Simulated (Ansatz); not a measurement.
`C=C=C(F)[SiH2]F`, relaxed with RKS PBE0-D4/def2-TZVP in Ansatz from a PBE-D4/def2-SVP geometry. The force threshold is 0.005 eV/Å; the program also tests the step.

Charge 0, multiplicity 1.

Start:

```xyz
10

C     0.793    0.008    2.083
C     0.534    0.401    0.854
C     0.228    0.712   -0.397
F     0.607    1.894   -0.963
Si   -0.755   -0.463   -1.486
F    -2.271    0.116   -1.732
H     1.707   -0.563    2.327
H     0.109    0.241    2.919
H    -0.098   -0.567   -2.830
H    -0.855   -1.778   -0.777
```

| step | energy (eV) | largest force (eV/Å) | largest move (Å) |
| --- | --- | --- | --- |
| 1 | -16478.6576 | 1.036 | 0.000 |
| 2 | -16478.7245 | 0.609 | 0.052 |
| 3 (rejected) | -16478.6811 | 0.759 | 0.195 |
| 4 | -16478.7303 | 0.380 | 0.097 |
| 5 (rejected) | -16478.7277 | 0.375 | 0.078 |
| 6 | -16478.7374 | 0.201 | 0.039 |
| 7 | -16478.7376 | 0.158 | 0.050 |
| 8 (rejected) | -16478.7375 | 0.149 | 0.021 |
| 9 | -16478.7396 | 0.070 | 0.010 |
| 10 | -16478.7405 | 0.074 | 0.034 |
| 11 | -16478.7405 | 0.027 | 0.009 |
| 12 | -16478.7406 | 0.015 | 0.013 |
| 13 | -16478.7406 | 0.022 | 0.011 |
| 14 | -16478.7406 | 0.023 | 0.006 |
| 15 | -16478.7406 | 0.020 | 0.006 |
| 16 | -16478.7407 | 0.003 | 0.004 |

End:

```xyz
10

C     0.805    0.002    2.053
C     0.520    0.393    0.848
C     0.187    0.709   -0.374
F     0.552    1.905   -0.902
Si   -0.756   -0.459   -1.473
F    -2.204    0.133   -1.797
H     1.718   -0.546    2.267
H     0.144    0.221    2.886
H    -0.053   -0.624   -2.767
H    -0.912   -1.734   -0.742
```

Hardware: 4 threads of an Arm Neoverse V1 on a shared host. Wall time 58 s, peak host memory 0.56 GiB.
